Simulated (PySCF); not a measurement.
Species: AlBrH₂.
Bonds: Al1–Br2. Hydrogens: H3, H4 on Al1.

Method: EOM-IP-CCSD/aug-cc-pVDZ in PySCF, restricted Hartree–Fock reference, frozen core, non-relativistic, gas phase, PBE0-D3(BJ)/def2-SVP geometry.

Hartree–Fock orbital energies give these Koopmans values (eV): HOMO 11.18, HOMO-1 11.70, HOMO-2 12.65, HOMO-3 12.71, HOMO-4 15.80.

Problem. What vertical ionisation energies does EOM-IP-CCSD give?

Solution. 
```
leading hole (HF orbital)  Koopmans (eV)  EOM-IP-CCSD (eV)  change (eV)  one-hole share
                     HOMO          11.18             10.68        -0.50            0.96
                   HOMO-1          11.70             11.25        -0.45            0.96
                   HOMO-2          12.65             12.13        -0.52            0.95
                   HOMO-3          12.71             12.14        -0.57            0.94
                   HOMO-4          15.80             15.00        -0.80            0.91
```

Problem. Does the order of the lines follow the orbital energies?

Solution. Yes, no two lines change places. The corrections run from -0.80 to -0.45 eV, with a mean of -0.57 eV over the 5 lines; no line lies above its Koopmans value. Koopmans values leave out both the relaxation of the orbitals and the change in correlation energy.

Problem. At what kinetic energies would He I light (21.22 eV) eject these electrons?

Solution. 10.54 eV (HOMO), 9.97 eV (HOMO-1), 9.09 eV (HOMO-2), 9.08 eV (HOMO-3), 6.22 eV (HOMO-4).

Lines less than 0.15 eV apart could change places at a higher level. One root was sought for each valence orbital with −ε under 21 eV, eight at most, so deeper holes and satellites are missing; no vibrational structure.
